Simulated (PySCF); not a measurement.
## Partial charges of `CSc1cc([SiH3])ccp1`

Species: C₆H₉PSSi.
Numbering: `[CH3:1][S:2][c:3]1[cH:4][c:5]([SiH3:6])[cH:7][cH:8][p:9]1` (hydrogens: H10, H11, H12 on C1; H13 on C4; H14, H15, H16 on Si6; H17 on C7; H18 on C8)

Structure used (GFN2-xTB), in Å, numbered top down from 1:
```
atom  x, y, z in Å
C1     3.769    0.210   -0.126
S2     2.488   -1.018    0.240
C3     1.000   -0.095    0.001
C4    -0.175   -0.801    0.219
C5    -1.456   -0.286    0.095
Si6   -2.943   -1.392    0.461
C7    -1.646    1.047   -0.277
C8    -0.626    1.927   -0.545
P9     1.072    1.588   -0.478
H10    3.678    1.048    0.561
H11    3.664    0.549   -1.154
H12    4.722   -0.290    0.012
H13   -0.066   -1.840    0.510
H14   -2.639   -2.755    0.025
H15   -4.099   -0.865   -0.267
H16   -3.213   -1.372    1.901
H17   -2.664    1.408   -0.362
H18   -0.875    2.944   -0.828
```

Density: PBE0/pcSseg-1 (PySCF); schemes: Mulliken, IAO, Hirshfeld and ESP-fitted. Geometry: GFN2-xTB, one conformer, isolated molecule.

**Question.** Give the atomic charges in each scheme.

**Answer.** In e:

```tsv
atom	environment	Mulliken	IAO	Hirshfeld	ESP-fitted
C1	S-methyl carbon	-0.403	-0.510	-0.121	-0.351
S2	sulfide sulfur	+0.095	+0.182	+0.028	-0.192
C3	substituted aromatic carbon	-0.573	-0.318	-0.070	+0.436
C4	aromatic CH carbon	+0.068	-0.137	-0.056	-0.670
C5	substituted aromatic carbon	-0.414	-0.257	-0.084	+0.335
Si6	SiH3 silicon	+0.569	+0.608	+0.318	+0.322
C7	aromatic CH carbon	-0.027	-0.138	-0.050	-0.488
C8	aromatic CH carbon	-0.380	-0.363	-0.104	+0.068
P9	phosphorus bonded to 2 C	+0.491	+0.318	+0.083	-0.221
H10	methyl hydrogen	+0.168	+0.164	+0.041	+0.127
H11	methyl hydrogen	+0.168	+0.164	+0.041	+0.127
H12	methyl hydrogen	+0.162	+0.172	+0.057	+0.207
H13	aromatic hydrogen	+0.102	+0.146	+0.043	+0.253
H14	Si–H hydrogen	-0.088	-0.114	-0.072	-0.087
H15	Si–H hydrogen	-0.095	-0.115	-0.073	-0.092
H16	Si–H hydrogen	-0.068	-0.115	-0.074	-0.088
H17	aromatic hydrogen	+0.089	+0.147	+0.046	+0.188
H18	aromatic hydrogen	+0.135	+0.166	+0.047	+0.125
```

Mean size of the charges over all atoms: ESP-fitted 0.243 e, IAO 0.230 e, Mulliken 0.228 e, Hirshfeld 0.078 e. Each set sums to the total charge, 0, to within 0.001 e. The Hirshfeld scheme divides the density at each point in proportion to the densities of the neutral, spherically averaged free atoms.

Lowest charge. The schemes don't all agree: Mulliken C3 (-0.573); IAO C1 (-0.510); Hirshfeld C1 (-0.121); ESP-fitted C4 (-0.670).

Highest charge. The schemes don't all agree: Mulliken Si6 (+0.569); IAO Si6 (+0.608); Hirshfeld Si6 (+0.318); ESP-fitted C3 (+0.436).

**Question.** Sum the charges by element, for elements with more than one atom.

**Answer.** 
```json
{"element": "C", "atoms": "6", "Mulliken": "-1.729", "IAO": "-1.722", "Hirshfeld": "-0.485", "ESP-fitted": "-0.670"}
{"element": "H", "atoms": "9", "Mulliken": "+0.574", "IAO": "+0.615", "Hirshfeld": "+0.056", "ESP-fitted": "+0.761"}
```

**Question.** How many electrons does the Mulliken scheme count on S2?

**Answer.** Z − q = 16 − (+0.095) = 15.905.
